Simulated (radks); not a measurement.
The numbers below are computed, except where a source is named.
Cr4+, 20 electrons, occupied as [Ar] 3d2.

Level of theory: scalar-relativistic Kohn-Sham, RPBE, spin-polarised, spherical densities, point nucleus; open shells are filled with parallel spins first (a radial shooting solver on a logarithmic mesh with Libxc functionals).

Energy parts (eV):
part                      energy
total                 -28490.902
kinetic                28783.937
electron-nucleus      -66768.154
Hartree                10775.792
exchange-correlation   -1282.477

Orbitals (lengths in bohr, moments of r in powers of bohr; r(90%) holds 90 % of the orbital's charge):
| orbital | occ. | eigenvalue (eV) | r(90%) | <r> |
|---|---|---|---|---|
| 1s down | 1 | -5942.884 | 0.113 | 0.06354 |
| 1s up | 1 | -5942.872 | 0.113 | 0.06354 |
| 2s up | 1 | -730.6733 | 0.455 | 0.2931 |
| 2s down | 1 | -729.6329 | 0.454 | 0.2927 |
| 2p up | 3 | -623.7178 | 0.427 | 0.2600 |
| 2p down | 3 | -622.9293 | 0.426 | 0.2596 |
| 3s up | 1 | -133.9918 | 1.30 | 0.8743 |
| 3s down | 1 | -131.3688 | 1.30 | 0.8763 |
| 3p up | 3 | -104.5818 | 1.39 | 0.9154 |
| 3p down | 3 | -102.0040 | 1.40 | 0.9191 |
| 3d up | 2 | -59.0068 | 1.66 | 1.016 |
| 3d down | 0 | -56.5131 | 1.69 | 1.031 |
| 4s up | 0 | -41.2642 | 3.18 | 2.222 |
| 4s down | 0 | -40.1243 | 3.18 | 2.221 |
| 4p up | 0 | -33.9191 | 3.52 | 2.452 |

The highest occupied level is 3d up at -59.007 eV. For comparison, the ionisation energy in NIST's Atomic Spectra Database is 69.46 eV (semi-empirical). In exact Kohn-Sham theory the highest level is minus the ionisation energy, but local and semilocal functionals leave it too shallow, through self-interaction and a potential that decays too fast; potentials with the right tail come closer. Spin moment in Bohr magnetons: 2. The density falls to 0.001 e/bohr^3 at r = 2.54 bohr.
